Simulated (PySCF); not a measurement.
C2H7NOSi2, SMILES [SiH2]1O[SiH2]N=C1C.

The structure is a stationary point at r2SCAN-D4/def2-SVP. The structure was generated by enumeration, and PubChem lists no compound with its InChIKey, so it may never have been made.

These are PySCF with PBE/def2-TZVP values and carry that method's errors.

Symmetry labels are those of the subgroup Cs that the program uses (full group Cs).

Computed valence orbital energies around the gap with their symmetry:
```
orbital  symmetry  energy (eV)
-------  --------  -----------
HOMO−7         A"        -9.83
HOMO−6         A'        -9.76
HOMO−5         A'        -9.23
HOMO−4         A"        -8.66
HOMO−3         A'        -8.03
HOMO−2         A"        -7.88
HOMO−1         A"        -7.19
HOMO           A'        -5.66
LUMO           A"        -2.16
LUMO+1         A'        -0.90
LUMO+2         A'        -0.05
LUMO+3         A'         0.00
```
